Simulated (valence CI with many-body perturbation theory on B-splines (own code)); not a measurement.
## Forbidden lines of Sb³⁰⁺

Method: relativistic CI+MBPT: three valence electrons over a frozen Dirac-Fock core [Ar], radial functions for each j: 7 s, 7 p, 8 d, 6 f, 4 g, 1 h, with the one-electron correlation potential Σ1 (screened to all orders), the two-electron term Σ2, the three-electron term Σ3, Breit, model QED; selected single and double excitations, second order for the rest, scaled by the run's own slope (own B-spline code, finite nucleus).

No measured spectrum was set against this ion. As an estimate, large intervals hold to a few tenths of a per cent, small ones and those within an open d or f shell to about a per cent. Only levels of the ground parity were solved; by the run's estimate the other parity begins above the list, which can be wrong where configurations are misplaced.

Lines 1 to 50 of 69 in falling wavelength, among levels below 55.186 eV, chosen from the decays that carry over 1 % of a level's rate. Wavelengths and rates use the calculated energies. S is in atomic units (e²a₀⁴ for E2 and M2, e²a₀⁶ for E3), for M1 in squared Bohr magnetons. Weak lines are less certain than strong ones. Lines between different terms over intervals too small for the method are left out, as are lines whose strength nearly cancels. The highest levels of a list are the least certain.

Levels are named by their leading jj configuration (3d3/2^4 stands for four electrons in 3d with j = 3/2), which in mixed levels can hold well under half, so a name can repeat and another be missing. Letters in brackets count levels of one name in rising energy.

| λ vac (nm) | Upper | Lower | Type | A (s⁻¹) | S (a.u.) |
| --- | --- | --- | --- | --- | --- |
| 663.5 | (3d3/2^2 3d5/2) J=9/2 | (3d3/2^2 3d5/2) J=7/2 | M1 | 4.73e+01 | 5.12e+00 |
| 539.7 | (3d3/2^2 3d5/2) J=1/2 | (3d3/2^2 3d5/2) J=3/2 | M1 | 1.61e+02 | 1.88e+00 |
| 276.4 | (3d3/2^2 3d5/2) J=7/2 | (3d3/2^2 3d5/2) J=5/2 | M1 | 1.35e+03 | 8.46e+00 |
| 238.5 | (3d3/2 3d5/2^2) J=5/2 [b] | (3d3/2 3d5/2^2) J=3/2 [a] | M1 | 6.09e+02 | 1.84e+00 |
| 229.7 | (3d3/2^2 3d5/2) J=3/2 | (3d3/2^2 3d5/2) J=5/2 | M1 | 5.52e+02 | 9.93e-01 |
| 199.0 | (3d3/2 3d5/2^2) J=11/2 | (3d3/2 3d5/2^2) J=9/2 | M1 | 8.04e+02 | 2.82e+00 |
| 184.1 | (3d5/2^3) J=9/2 | (3d3/2 3d5/2^2) J=11/2 | M1 | 6.01e+02 | 1.39e+00 |
| 171.0 | (3d5/2^3) J=3/2 | (3d3/2 3d5/2^2) J=5/2 [b] | M1 | 3.81e+02 | 2.83e-01 |
| 161.3 | (3d3/2^2 3d5/2) J=5/2 | (3d3/2^3) J=3/2 | M1 | 7.94e+03 | 7.40e+00 |
| 156.0 | (3d3/2 3d5/2^2) J=5/2 [c] | (3d3/2 3d5/2^2) J=3/2 [a] | M1 | 1.96e+02 | 1.65e-01 |
| 144.4 | (3d3/2 3d5/2^2) J=5/2 [b] | (3d3/2 3d5/2^2) J=5/2 [a] | M1 | 3.58e+02 | 2.40e-01 |
| 132.5 | (3d3/2 3d5/2^2) J=9/2 | (3d3/2^2 3d5/2) J=9/2 | M1 | 7.45e+03 | 6.43e+00 |
| 128.0 | (3d3/2 3d5/2^2) J=5/2 [b] | (3d3/2 3d5/2^2) J=7/2 [a] | M1 | 4.52e+02 | 2.11e-01 |
| 124.4 | (3d3/2 3d5/2^2) J=7/2 [a] | (3d3/2^2 3d5/2) J=7/2 | M1 | 4.80e+03 | 2.74e+00 |
| 122.1 | (3d3/2 3d5/2^2) J=5/2 [a] | (3d3/2^2 3d5/2) J=3/2 | M1 | 4.85e+03 | 1.97e+00 |
| 112.9 | (3d5/2^3) J=3/2 | (3d3/2 3d5/2^2) J=1/2 | M1 | 5.32e+03 | 1.14e+00 |
| 112.1 | (3d3/2 3d5/2^2) J=5/2 [a] | (3d3/2^2 3d5/2) J=7/2 | M1 | 5.78e+02 | 1.81e-01 |
| 110.5 | (3d3/2 3d5/2^2) J=9/2 | (3d3/2^2 3d5/2) J=7/2 | M1 | 5.90e+03 | 2.95e+00 |
| 110.3 | (3d3/2 3d5/2^2) J=3/2 [a] | (3d3/2^2 3d5/2) J=1/2 | M1 | 3.45e+03 | 6.87e-01 |
| 109.4 | (3d3/2 3d5/2^2) J=5/2 [c] | (3d3/2 3d5/2^2) J=5/2 [a] | M1 | 5.06e+03 | 1.47e+00 |
| 103.5 | (3d3/2 3d5/2^2) J=3/2 [b] | (3d5/2^3) J=3/2 | M1 | 9.35e+02 | 1.54e-01 |
| 99.69 | (3d3/2 3d5/2^2) J=5/2 [c] | (3d3/2 3d5/2^2) J=7/2 [a] | M1 | 6.92e+02 | 1.52e-01 |
| 99.59 | (3d5/2^3) J=3/2 | (3d3/2 3d5/2^2) J=3/2 [a] | M1 | 9.58e+03 | 1.40e+00 |
| 97.66 | (3d3/2 3d5/2^2) J=7/2 [b] | (3d3/2 3d5/2^2) J=5/2 [a] | M1 | 3.35e+02 | 9.24e-02 |
| 97.51 | (3d3/2 3d5/2^2) J=1/2 | (3d3/2^2 3d5/2) J=1/2 | M1 | 1.93e+04 | 1.33e+00 |
| 95.65 | (3d5/2^3) J=9/2 | (3d3/2 3d5/2^2) J=9/2 | M1 | 1.41e+04 | 4.58e+00 |
| 94.75 | (3d3/2^2 3d5/2) J=3/2 | (3d3/2^3) J=3/2 | M1 | 9.13e+03 | 1.15e+00 |
| 91.56 | (3d3/2 3d5/2^2) J=3/2 [a] | (3d3/2^2 3d5/2) J=3/2 | M1 | 1.98e+04 | 2.25e+00 |
| 89.88 | (3d3/2 3d5/2^2) J=7/2 [b] | (3d3/2 3d5/2^2) J=7/2 [a] | M1 | 2.18e+03 | 4.70e-01 |
| 88.64 | (3d5/2^3) J=5/2 | (3d5/2^3) J=3/2 | M1 | 1.15e+03 | 1.78e-01 |
| 87.18 | (3d5/2^3) J=9/2 | (3d3/2 3d5/2^2) J=7/2 [a] | M1 | 1.65e+04 | 4.06e+00 |
| 85.81 | (3d3/2 3d5/2^2) J=7/2 [a] | (3d3/2^2 3d5/2) J=5/2 | M1 | 1.78e+04 | 3.33e+00 |
| 82.59 | (3d3/2 3d5/2^2) J=1/2 | (3d3/2^2 3d5/2) J=3/2 | M1 | 5.67e+02 | 2.37e-02 |
| 80.60 | (3d3/2^2 3d5/2) J=1/2 | (3d3/2^3) J=3/2 | M1 | 2.80e+03 | 1.09e-01 |
| 79.73 | (3d3/2 3d5/2^2) J=5/2 [a] | (3d3/2^2 3d5/2) J=5/2 | M1 | 8.98e+02 | 1.01e-01 |
| 79.56 | (3d3/2 3d5/2^2) J=11/2 | (3d3/2^2 3d5/2) J=9/2 | M1 | 5.61e+03 | 1.26e+00 |
| 78.28 | (3d5/2^3) J=3/2 | (3d3/2 3d5/2^2) J=5/2 [a] | M1 | 1.19e+04 | 8.45e-01 |
| 75.21 | (3d3/2 3d5/2^2) J=3/2 [b] | (3d3/2 3d5/2^2) J=5/2 [c] | M1 | 5.24e+03 | 3.30e-01 |
| 72.38 | (3d5/2^3) J=5/2 | (3d3/2 3d5/2^2) J=7/2 [b] | M1 | 7.43e+03 | 6.27e-01 |
| 67.06 | (3d5/2^3) J=5/2 | (3d3/2 3d5/2^2) J=5/2 [c] | M1 | 1.96e+04 | 1.32e+00 |
| 66.16 | (3d3/2 3d5/2^2) J=5/2 [b] | (3d3/2^2 3d5/2) J=3/2 | M1 | 2.92e+03 | 1.88e-01 |
| 65.47 | (3d3/2 3d5/2^2) J=3/2 [a] | (3d3/2^2 3d5/2) J=5/2 | M1 | 1.32e+04 | 5.51e-01 |
| 64.46 | (3d3/2 3d5/2^2) J=3/2 [b] | (3d3/2 3d5/2^2) J=5/2 [b] | M1 | 1.36e+04 | 5.41e-01 |
| 63.09 | (3d3/2 3d5/2^2) J=5/2 [b] | (3d3/2^2 3d5/2) J=7/2 | M1 | 9.54e+03 | 5.33e-01 |
| 57.69 | (3d3/2 3d5/2^2) J=5/2 [c] | (3d3/2^2 3d5/2) J=3/2 | M1 | 3.43e+03 | 1.47e-01 |
| 56.64 | (3d3/2 3d5/2^2) J=7/2 [b] | (3d3/2^2 3d5/2) J=9/2 | M1 | 5.29e+03 | 2.85e-01 |
| 55.35 | (3d3/2 3d5/2^2) J=5/2 [c] | (3d3/2^2 3d5/2) J=7/2 | M1 | 1.16e+03 | 4.37e-02 |
| 53.99 | (3d3/2 3d5/2^2) J=3/2 [b] | (3d3/2 3d5/2^2) J=1/2 | M1 | 3.21e+03 | 7.50e-02 |
| 53.35 | (3d3/2 3d5/2^2) J=5/2 [a] | (3d3/2^3) J=3/2 | M1 | 5.39e+02 | 1.82e-02 |
| 52.18 | (3d3/2 3d5/2^2) J=7/2 [b] | (3d3/2^2 3d5/2) J=7/2 | M1 | 2.15e+03 | 9.05e-02 |
